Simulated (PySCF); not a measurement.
**SMILES C#C[C@@H]1C(=C)[C@H]1F, C6H5F**

Molfile (atoms numbered from 1):
```
C6H5F
     RDKit          3D

 12 12  0  0  0  0  0  0  0  0999 V2000
    2.5430    0.2523   -1.0270 C   0  0  0  0  0  0  0  0  0  0  0  0
    1.6196   -0.0272   -0.3174 C   0  0  0  0  0  0  0  0  0  0  0  0
    0.5066   -0.3343    0.5251 C   0  0  2  0  0  0  0  0  0  0  0  0
   -0.8806   -0.1979    0.0272 C   0  0  0  0  0  0  0  0  0  0  0  0
   -1.8474   -0.6716   -0.7139 C   0  0  0  0  0  0  0  0  0  0  0  0
   -0.4040    0.7967    0.9877 C   0  0  1  0  0  0  0  0  0  0  0  0
   -0.8645    0.7628    2.2743 F   0  0  0  0  0  0  0  0  0  0  0  0
    3.3604    0.4802   -1.6427 H   0  0  0  0  0  0  0  0  0  0  0  0
    0.6921   -1.1294    1.2410 H   0  0  0  0  0  0  0  0  0  0  0  0
   -2.8194   -0.2056   -0.7393 H   0  0  0  0  0  0  0  0  0  0  0  0
   -1.7077   -1.5457   -1.3296 H   0  0  0  0  0  0  0  0  0  0  0  0
   -0.1971    1.8188    0.6887 H   0  0  0  0  0  0  0  0  0  0  0  0
  1  2  3  0
  2  3  1  0
  3  4  1  0
  4  5  2  0
  4  6  1  0
  6  7  1  0
  6  3  1  0
  1  8  1  0
  3  9  1  1
  5 10  1  0
  5 11  1  0
  6 12  1  6
M  END
```

Theory: TDDFT wB97X-D/aug-cc-pVDZ circular dichroism and optical rotation, one conformer, gas phase in PySCF 2.14.0. Geometry: GFN2-xTB.

Problem. Draw the ECD and absorption spectra from the lowest 12 states, each a Gaussian of half-width 0.35 eV at 1/e height.

Solution. 
| E (eV) | λ (nm) | Δε (L mol⁻¹ cm⁻¹) | ε (L mol⁻¹ cm⁻¹) |
| --- | --- | --- | --- |
| 5.37 | 231 | -0.19 | 12.1 |
| 5.52 | 225 | -0.27 | 45 |
| 5.67 | 219 | +0.23 | 119 |
| 5.82 | 213 | +1.83 | 226 |
| 5.97 | 208 | +3.72 | 315 |
| 6.12 | 203 | +4.06 | 374 |
| 6.27 | 198 | +2.73 | 561 |
| 6.42 | 193 | +2.14 | 1290 |
| 6.57 | 189 | +4.10 | 3330 |
| 6.72 | 185 | +7.26 | 7820 |
| 6.87 | 180 | +8.96 | 15000 |
| 7.02 | 177 | +7.16 | 22000 |
| 7.17 | 173 | +0.71 | 23900 |
| 7.32 | 169 | -7.77 | 19500 |
| 7.47 | 166 | -12.42 | 12600 |
| 7.62 | 163 | -10.91 | 7180 |

Δε uses R in velocity form, ε uses f in length form. Only the states computed contribute, so the short-wavelength end is incomplete.
